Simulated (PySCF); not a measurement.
Ga(Br)(OH)(NH2) (BrGaH3NO), SMILES [NH2][Ga]([OH])[Br].

The structure is a stationary point at PBE-D3(BJ)/def2-SVP. The structure was generated by enumeration; whether it is a known compound was not checked. Other conformers were not sampled.

The numbers are results of PySCF with PBE-D3(BJ)/def2-SVP, not measurements.

Frequencies are harmonic and unscaled.

Computed vibrational spectrum:
| mode | ν (cm⁻¹) | IR (km/mol) | moving atoms (share of kinetic energy) |
|---|---|---|---|
| 1 | 120 | 4.3 | N 32 %, Ga 22 %, O 17 %, H 15 %, Br 14 % |
| 2 | 154 | 11.0 | O 40 %, N 23 %, Ga 17 %, H 13 % |
| 3 | 156 | 10.4 | Ga 35 %, O 30 %, N 22 %, H 8 % |
| 4 | 279 | 68.1 | H 47 %, Br 25 %, Ga 20 % |
| 5 | 289 | 20.0 | H 68 %, Br 10 %, Ga 9 % |
| 6 | 302 | 136.7 | H 59 %, Ga 16 %, Br 15 %, N 10 % |
| 7 | 341 | 68.9 | H 97 % |
| 8 | 666 | 52.8 | O 59 %, N 23 %, Ga 12 % |
| 9 | 720 | 63.9 | N 42 %, O 20 %, Ga 20 %, H 17 % |
| 10 | 753 | 19.4 | H 79 %, N 14 % |
| 11 | 836 | 138.9 | H 90 % |
| 12 | 1463 | 18.9 | H 90 %, N 10 % |
| 13 | 3494 | 32.6 | H 96 % |
| 14 | 3605 | 33.1 | H 91 %, N 9 % |
| 15 | 3739 | 63.2 | H 94 % |
